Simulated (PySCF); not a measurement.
**Radial density of V²⁺ (vanadium, charge +2)**

UHF, [Ar] 3d3, high-spin 4F determinant. All numbers are calculated (PySCF 2.14, scalar relativity by spin-free X2C-1e, in x2c-TZVPall).

```tsv
r (bohr)	4πr²ρ (e/bohr)	4πr²(ρα − ρβ)
0.00125	0.2031	0.0000
0.00210	0.5186	0.0000
0.00354	1.306	-0.0001
0.00595	3.159	-0.0001
0.0100	7.122	-0.0003
0.0168	14.22	-0.0005
0.0283	23.24	-0.0007
0.0477	27.45	-0.0004
0.0802	22.34	0.0014
0.135	22.94	0.0176
0.227	29.64	0.1437
0.381	14.76	0.7238
0.642	10.15	1.8727
1.08	9.611	2.1193
1.82	1.971	0.9021
3.05	0.1138	0.0992
5.14	0.001062	0.0010
```

Densities and radii are taken from the X2C orbitals without a picture-change correction, which distorts them close to the nucleus.
